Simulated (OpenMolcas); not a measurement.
An OpenMolcas run meant for Yb IV (ANO-R0, X2C; inactive shells 1s 2s 2p 3s 3p 3d 4s 4p 4d 5s 5p; intended active space 13 electrons in 7 orbitals (4f)). One step of its input:

```
&RASSCF
FileOrb=start.orb
Symmetry=2
Spin=2
nActEl=13 0 0
Inactive=15 12
Ras2=0 7
CIRoot=7 7 1
SDav=7
CIMx=300
Iter=2 100
PrWF=0.3
OrbListing=Nothing
MaxOrb=0
Atom
>>> COPY $Project.JobIph JOB001
```

Lines from the output:

```
...
      Natural orbitals and occupation numbers for root  1
      sym 2:   2.000000   2.000000   1.000000   2.000000   2.000000   2.000000   2.000000
      Natural orbitals and occupation numbers for root  2
      sym 2:   2.000000   2.000000   2.000000   1.000000   2.000000   2.000000   2.000000
      Natural orbitals and occupation numbers for root  3
      sym 2:   2.000000   2.000000   2.000000   2.000000   1.000000   2.000000   2.000000
::    RASSCF root number  1 Total energy: -14053.21381438
::    RASSCF root number  2 Total energy: -14053.21381438
::    RASSCF root number  3 Total energy: -14053.21381438
::    RASSCF root number  4 Total energy: -14053.21381438
::    RASSCF root number  5 Total energy: -14053.21381438
::    RASSCF root number  6 Total energy: -14053.21381438
::    RASSCF root number  7 Total energy: -14053.21381438
                  YZ= -7.4458E-03              ZZ=  1.1701E-02
--
  Molden files will not be produced
      Average orbitals are written to the RASORB file
--- Stop Module: rasscf at  /rc=_RC_NOT_CONVERGED_ ---
.#######################.
.# Convergence problem #.
.#######################.
```

What is wrong with the input?

The iteration limit is far too low, so the equations stop before they converge.
